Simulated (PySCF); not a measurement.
A side-by-side comparison of computed properties.

First species: C5H7FNO (charge +1).
Cartesian coordinates in Å at the GFN2-xTB level; atoms count from 1:
```
atom  x, y, z in Å
F1    -1.4962   -0.8204    1.5422
C2    -1.9407   -0.0624    0.4976
C3    -1.0304   -0.3131   -0.7125
N4     0.3360    0.0318   -0.3908
C5     1.1548   -0.6914    0.4378
C6     2.3170    0.0080    0.5153
O7     2.1989    1.1092   -0.2409
C8     1.0118    1.1051   -0.7662
H9    -1.9177    0.9828    0.8218
H10   -2.9655   -0.3696    0.2730
H11   -1.3717    0.2825   -1.5593
H12   -1.0663   -1.3753   -0.9704
H13    0.8496   -1.6067    0.9061
H14    3.2359   -0.1670    1.0423
H15    0.6801    1.8946   -1.4180
```

Second species: C₃H₁₀O₂SSi.
Cartesian coordinates in Å at the GFN2-xTB level; atoms count from 1:
```
atom  x, y, z in Å
C1    -0.444    2.383    0.439
O2    -0.431    1.307   -0.461
Si3    0.274   -0.138   -0.368
O4     1.786    0.038    0.166
C5     2.704   -0.951    0.541
S6    -0.740   -1.491    0.964
C7    -2.447   -1.264    0.374
H8     0.571    2.644    0.739
H9    -1.025    2.134    1.330
H10   -0.905    3.230   -0.069
H11    0.128   -0.589   -1.738
H12    2.226   -1.706    1.168
H13    3.118   -1.434   -0.346
H14    3.505   -0.466    1.098
H15   -2.715   -0.214    0.430
H16   -3.087   -1.852    1.022
H17   -2.524   -1.617   -0.649
```

Levels: PBE0/def2-SVPD for HOMO energy, LUMO energy, HOMO–LUMO gap, static isotropic polarisability and electronic spatial extent ⟨r²⟩ about the centre of nuclear charge; TDDFT PBE0/def2-SVPD for lowest singlet excitation; TDA PBE0/def2-SVPD for lowest triplet excitation (Tamm–Dancoff); GFN2-xTB for rotational constant A and rotational constant C. Geometries: GFN2-xTB. Each structure is a single optimised conformer of the isolated species, non-relativistic unless stated; the electronic structure was computed with PySCF and density fitting.

Dipoles, sizes and rotational constants follow the conformer. The torsions of the flexible species, by atom-mapped SMILES:
- `[F:1][CH2:2][CH2:3][n+:4]1[cH:5][cH:6][o:7][cH:8]1`: F1–C2–C3–N4 -59°, C2–C3–N4–C5 72°
- `[CH3:1][O:2][SiH:3]([O:4][CH3:5])[S:6][CH3:7]`: C1–O2–Si3–O4 -45°, O2–Si3–O4–C5 172°, O2–Si3–S6–C7 48°

```json
{"property": "HOMO energy", "column X": "-6.86 eV", "column Y": "-13.12 eV"}
{"property": "LUMO energy", "column X": "0.18 eV", "column Y": "-6.36 eV"}
{"property": "HOMO–LUMO gap", "column X": "7.04 eV", "column Y": "6.76 eV"}
{"property": "lowest singlet excitation", "column X": "5.60 eV", "column Y": "6.05 eV"}
{"property": "lowest triplet excitation (Tamm–Dancoff)", "column X": "5.19 eV", "column Y": "4.11 eV"}
{"property": "static isotropic polarisability", "column X": "90.1 au", "column Y": "61.3 au"}
{"property": "electronic spatial extent ⟨r²⟩ about the centre of nuclear charge", "column X": "1293 bohr²", "column Y": "921 bohr²"}
{"property": "rotational constant A", "column X": "1.912 GHz", "column Y": "4.792 GHz"}
{"property": "rotational constant C", "column X": "0.964 GHz", "column Y": "1.237 GHz"}
```

(1) Which column belongs to which species?

(2) How does each property change from the first species to the second?

Results:

(1) Column X is the second species and column Y the first. The first has 15 atoms and 60 electrons, the second 17 and 74; their charges are +1 and 0, their HOMO energies -13.12 eV and -6.86 eV.

(2) HOMO energy +6.26 eV; LUMO energy +6.54 eV; HOMO–LUMO gap +0.28 eV; lowest singlet excitation -0.45 eV; lowest triplet excitation (Tamm–Dancoff) +1.08 eV; static isotropic polarisability +28.8 au; electronic spatial extent ⟨r²⟩ about the centre of nuclear charge +372 bohr²; rotational constant A -2.880 GHz; rotational constant C -0.273 GHz.

On the first: The principal polarisabilities are 45.6, 63.6 and 74.7 au; their mean is the isotropic value. No computed singlet falls in the visible range (750 to 380 nm, 1.65 to 3.26 eV); S1 lies 2.79 eV above its blue end.

On the second: The vertical singlet–triplet gap S1 − T1 is 0.41 eV (TDDFT singlet less Tamm–Dancoff triplet; S1: HOMO→LUMO, weight 0.95; T1: HOMO→LUMO, weight 0.88). The principal polarisabilities are 78.8, 90.8 and 100.8 au; their mean is the isotropic value.
